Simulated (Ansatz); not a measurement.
Computed with Ansatz on PBE0-D4/def2-TZVP structures; ΔE is electronic, products minus reactants. CBS: MP2 limit from def2 TZ/QZ plus the TZ coupled-cluster correction, frozen cores. This one scheme is used for every species. Functionals use def2-TZVPP. Elements past krypton have def2 core potentials. For In outer-core shells are correlated without core-valence functions, which leaves a few kJ/mol of doubt a bond.

Reaction (ligand exchange at the In–C bond): `C#[C][In]([SiH3])[Cl]` + HCl → `[SiH3][In]([Cl])[Cl]` + `C#C`

CCSD(T)/CBS gives -22.7 kcal/mol.

Question: Another level gave -25.2 kcal/mol. Which?
A. MP2/def2-TZVPP
B. BHLYP/def2-TZVPP
C. CAM-B3LYP/def2-TZVPP
D. revPBE-D4/def2-TZVPP

Answer: B. BHLYP -25.2, CAM-B3LYP -24.1, MP2/def2-TZVPP -20.7, revPBE-D4 -22.9 kcal/mol.

Largest T1 diagnostic among the species: 0.014.

Leaving LDA and LC-ωPBE aside and taking each functional with its dispersion term where it has one, the values, not all of them listed here, spread over 2.4 kcal/mol, from BHLYP-D4 to PBE-QIDH. LDA lies +0.7 kcal/mol from PBE without D4. In def2-TZVPP, CCSD(T) changes the Hartree–Fock value by +5.4 kcal/mol (the triples alone add +0.6 kcal/mol) and MP2 by +5.3 kcal/mol.

CCSD(T)/CBS has its own doubt, a few kJ/mol and more with outer-core shells, so smaller differences from it don't rank the levels.
